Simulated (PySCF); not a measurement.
# InCl and its ions

RHF-MP2; basis In def2-TZVPPD with ECP28, Cl def2-TZVPPD; scalar-relativistic core potentials; PySCF 2.14. Neutral (RHF): singlet (closed shell), Re = 2.406 Å, ωe = 319 cm⁻¹, De = 4.72 eV.

InCl⁺ (UHF): doublet (σ ↑), Re = 2.272 Å, ωe = 373 cm⁻¹, De = 0.60 eV to In⁺ + Cl. The energies at the minima are -649.26903 hartree for InCl and -648.91813 for InCl⁺.

Q: Work out the adiabatic ionisation energy, without and with harmonic zero-point energies (1 hartree = 27.2114 eV, 1 eV = 8065.5 cm⁻¹), and the change of the bond length.

A: At MP2: 0.35090 hartree = 9.548 eV between the minima; the zero-point term (373.0 − 319.0)/2 cm⁻¹ = +0.003 eV makes it 9.552 eV. Re changes by -13.4 pm against the neutral. The electron leaves a σ orbital, and the shorter bond of the ion fits an antibonding orbital, or a change in how ionic the bond is.

InCl⁻ (UHF): doublet (π ↑), Re = 2.579 Å, ωe = 218 cm⁻¹, De = 1.34 eV to In + Cl⁻. The energies at the minima are -649.26903 hartree for InCl and -649.27657 for InCl⁻.

Q: Work out the adiabatic electron affinity, without and with harmonic zero-point energies (1 hartree = 27.2114 eV, 1 eV = 8065.5 cm⁻¹), and the change of the bond length.

A: At MP2: 0.00754 hartree = 0.205 eV between the minima; the zero-point term (319.0 − 218.0)/2 cm⁻¹ = +0.006 eV makes it 0.211 eV. Re changes by +17.3 pm against the neutral. The electron enters a π orbital, and the longer bond of the ion fits an antibonding orbital, or a change in how ionic the bond is.

Correlated steps freeze 9 core orbitals. Spin–orbit coupling is left out, which matters for elements this heavy, above all for dissociation energies. For an ion De counts to the pair picked by the measured ionisation energies or electron affinities, which need not be the lowest pair at this level. Where the molecule has an RHF reference, its open-shell atoms are computed with UHF. States were picked by a PBE0 search and need not be the measured ground states.

Neutral and ion stand on different kinds of reference determinant, which adds to the error of the difference.
